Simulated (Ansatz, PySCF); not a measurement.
This Ansatz (a program for electronic structure) input computes a PBE/def2-TZVPD energy:

Ansatz 0.2 input:
```yaml
crystal:
  periodic: [false, false, false]
  atoms:
    - {symbol: Ge, position_ang: [0.52639857, -0.22363223, 0.20073112]}
    - {symbol: Br, position_ang: [-0.62511814, -1.87112544, -1.00309374]}
    - {symbol: Br, position_ang: [-0.78522170, 0.46264985, 2.01679502]}
    - {symbol: Br, position_ang: [0.92906116, 1.61293935, -1.19722688]}
basis:
  gaussian:
    orbitals: def2-TZVPD
hamiltonian:
  xc: {name: PBE}
magnetization: {spin_polarized: true, initial_magnetization: 1}
output: {forces: true}
```

Task: Write an input for the same energy in PySCF and say what it gives.

Result: 
```python
from pyscf import gto, scf, dft

mol = gto.M(
    atom='''
    Ge    0.52639857   -0.22363223    0.20073112
    Br   -0.62511814   -1.87112544   -1.00309374
    Br   -0.78522170    0.46264985    2.01679502
    Br    0.92906116    1.61293935   -1.19722688
    ''',
    basis='def2-tzvpd',
    charge=0,
    spin=1,
    verbose=4,
)

mf = dft.UKS(mol, xc='pbe').density_fit(auxbasis='def2-universal-jkfit')
mf.grids.level = 3
mf.conv_tol = 1e-9
mf.max_cycle = 100
mf.max_memory = 1500
mf.kernel()
if not mf.converged:
    mf = mf.newton()
    mf.kernel(mf.make_rdm1())
for _ in range(2):
    mo, _, stable, _ = mf.stability(return_status=True)
    if stable:
        break
    mf.kernel(mf.make_rdm1(mo, mf.mo_occ))
mf.analyze()
```
It gives -9798.11615 Eh, and Ansatz -9798.11611 Eh, a difference of 0.04 mEh, from the treatment of integrals and grids.

It need not be the lowest isomer of its formula.
